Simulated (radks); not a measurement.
The numbers below are computed, except where a source is named.
How relativity changes the ionisation of the mercury ion Hg+ ([Xe] 4f14 5d10 6s1) to Hg2+ ([Xe] 4f14 5d10). Spin-unpolarised spherical Kohn-Sham, PBE, point nucleus unless stated (finite: rms radius 5.4648 fm), a radial shooting solver on a logarithmic mesh with Libxc functionals. A level marked "c x" has the speed of light scaled by that factor.

| level | E(Hg+) (hartree) | E(Hg2+) (hartree) | IE (eV) | HOMO | <r> HOMO (bohr) |
|---|---|---|---|---|---|
| non-rel. | -18412.4252 | -18411.8371 | 16.003 | 6s | 2.851 |
| scalar-rel. | -19622.3191 | -19621.6218 | 18.976 | 6s | 2.512 |
| scalar-rel., finite nucleus | -19617.5820 | -19616.8850 | 18.965 | 6s | 2.513 |
| Dirac | -19661.7610 | -19661.0633 | 18.985 | 6s1/2 | 2.512 |
| Dirac, finite nucleus | -19656.9671 | -19656.2698 | 18.974 | 6s1/2 | 2.513 |
| Dirac, c x 2 | -18683.3474 | -18682.7375 | 16.595 | 6s1/2 | 2.772 |
| Dirac, c x 5 | -18454.3104 | -18453.7190 | 16.092 | 6s1/2 | 2.838 |
| Dirac, c x 10 | -18422.8469 | -18422.2580 | 16.025 | 6s1/2 | 2.848 |

NIST Atomic Spectra Database: 18.757 eV (measured). The relativistic part of the total energy of Hg+ is -1245 hartree (Dirac, finite nucleus), 6.8 % of the non-relativistic value. Spin polarisation and multiplet splitting of open shells are left out at every level.

Beside tabulated values, note that relativity, absent from the non-relativistic runs, is large for the heavy elements, and spin-unpolarised runs miss the spin-polarisation part of the exchange energy of open shells.
